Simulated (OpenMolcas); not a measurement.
**Ni5+, Pd5+, Pt5+: d5 down the group**

- Program: OpenMolcas
- Method: MS-RASPT2, IPEA 0.25 Eh, imaginary shift 0.1 Eh
- Basis: ANO-RCC-VQZP
- Scalar Hamiltonian: DKH2, point nucleus
- Spin-orbit coupling: state interaction with AMFI integrals over the reference wave functions, term energies averaged over their components

Active space for each ion: 11 electrons in 8 orbitals (RAS1 p, at most 2 holes; RAS2 d); closed shells correlated by CASPT2: Ni5+ 3s; Pd5+ 4s; Pt5+ 5s.

Computed levels in cm-1 above 6S 5/2:

```csv
Level,Ni5+,Pd5+,Pt5+
4G 7/2,42940,29170,25570
4G 11/2,42960,29330,27150
4G 9/2,42990,29480,28510
4P 1/2,47790,33630,30670
4D 7/2,51780,35150,34600
4D 1/2,52000,36780,40050
2I 11/2,62400,42270,40250
2I 13/2,62600,43290,44450
2F 7/2(1),69220,50580,58000
weight of 6S in the lowest level (%),100,98,81
```

Mixed levels, with the weight of the term that names them: Pd5+ 4P 1/2 (67 %), Pd5+ 4D 1/2 (68 %), Pd5+ 2F 7/2(1) (60 %), Pt5+ 4G 7/2 (61 %), Pt5+ 4G 11/2 (75 %), Pt5+ 4P 1/2 (59 %), Pt5+ 4D 7/2 (60 %), Pt5+ 4D 1/2 (66 %), Pt5+ 2I 11/2 (71 %), Pt5+ 2F 7/2(1) (61 %).

Measured, with the error of the calculation in %. Measured levels: Ni5+ from Corliss and Sugar, J. Phys. Chem. Ref. Data 10, 197 (1981).

| Level | Ni5+ |
| --- | --- |
| 4G 11/2 | 41921 (+2.5) |
| 4P 1/2 | 46325 (+3.2) |
| 4D 7/2 | 50331 (+2.9) |
| 2I 11/2 | 61196 (+2.0) |
| 2I 13/2 | 61280 (+2.1) |
| 2F 7/2(1) | 67085 (+3.2) |

Without spin-orbit coupling 4G lies 42950, 29280, 26510 cm-1 above 6S in that order; the difference to the level 4G 7/2, of either sign, comes from spin-orbit coupling, which also lowers the zero.

Term energies are means over components that CASPT2 splits; among the terms shown or strongly mixed into the levels shown the widest spread is 1300 cm-1 (4d5 2I, Pd5+). Active for correlation alone: 3p; no level in the range computed is led by a configuration that opens it, so any true level of that kind is missing (holds for Ni5+). Active for correlation alone: 4p; no level in the range computed is led by a configuration that opens it, so any true level of that kind is missing (holds for Pd5+). Blocks of more than 70 roots (2S+1 = 2 even) ran without multistate coupling (holds for Pt5+). Active for correlation alone: 5p; no level in the range computed is led by a configuration that opens it, so any true level of that kind is missing (holds for Pt5+). Computed and measured levels are paired by configuration, term and J; levels that our copy of the source lacks, or whose pairing is in doubt (as where it misses far off the trend of its configuration), stay unpaired and out of the deviations. Levels of configurations outside the active space are missing.

A number in round brackets counts repeated terms of one configuration in the order of the reference energies.
